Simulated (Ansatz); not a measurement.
Basis-set extrapolation for C2H8Cl2N2Si (`CN[Si](Cl)(Cl)NC`) (PBE0-D4/def2-TZVP geometry, frozen core, Ansatz). Multiplicity 1, RHF reference.

```tsv
	def2-TZVPP	def2-QZVPP
HF	-1397.511096	-1397.555207
MP2 correlation	-1.267251	-1.369326
CCSD(T) correlation	-1.390940	not run
```

Energies in hartree. Use E(X) = E(∞) + A·exp(−7.88·√X) for Hartree–Fock and E(X) = E(∞) + B·X^(−2.97) for correlation, with X = 3 and 4, and add CCSD(T) minus MP2 of the smaller set to the MP2 limit.

What is the CCSD(T) energy at the basis-set limit?

HF limit: -1397.555207 + (-0.044111) × 0.13774 = -1397.56128. MP2 limit: -1.369326 + (-0.102075) × 0.74074 = -1.44494. Higher-order term: -1.390940 − (-1.267251) = -0.12369. Total: -1399.12991 hartree, 598.3 kJ/mol below CCSD(T)/def2-TZVPP.
